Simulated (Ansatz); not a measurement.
AlH3O (SMILES [OH][AlH2]) moved off its minimum; all values from Ansatz (an electronic-structure program), cores frozen in correlated methods.
(charge 0, multiplicity 1)
```xyz
5

Al    -0.2872    -0.5797     0.2766
H      0.2318    -1.2744     1.3266
H     -1.5615    -0.8490    -0.7289
O      0.4824     0.8949    -0.2292
H      1.2818     1.2950     0.1607
```

Q: Give the forces (eV/Å), the total energy and the dipole at CCSD(T)/aug-cc-pV(T+d)Z.

A: 
```csv
atom,Fx,Fy,Fz
Al1,-1.866,3.208,-4.480
H2,1.598,-2.506,3.565
H3,0.570,-0.096,0.669
O4,0.468,-0.139,0.533
H5,-0.769,-0.467,-0.288
```
Energy -318.9639 hartree, dipole 1.85 D.
